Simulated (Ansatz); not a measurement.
CHF2 (SMILES F[CH]F) moved off its minimum; all values from Ansatz (a program for electronic structure), cores frozen in correlated methods. Open shells are unrestricted.
(charge 0, multiplicity 2)
```xyz
4

F     -1.13865    -0.22111    -0.08274
C     -0.02272     0.46532     0.23551
F      1.17594    -0.33358    -0.13456
H     -0.16988     1.37811     0.09946
```

Task: Give the forces (eV/Å), the total energy and the dipole at CCSD(T)/cc-pVTZ.

Result: 
| atom | Fx | Fy | Fz |
|---|---|---|---|
| F1 | 1.199 | 0.289 | 0.217 |
| C2 | 2.157 | -11.455 | 0.780 |
| F3 | -3.491 | 3.013 | 0.734 |
| H4 | 0.135 | 8.153 | -1.731 |
Energy -237.9859 hartree, dipole 1.87 D.
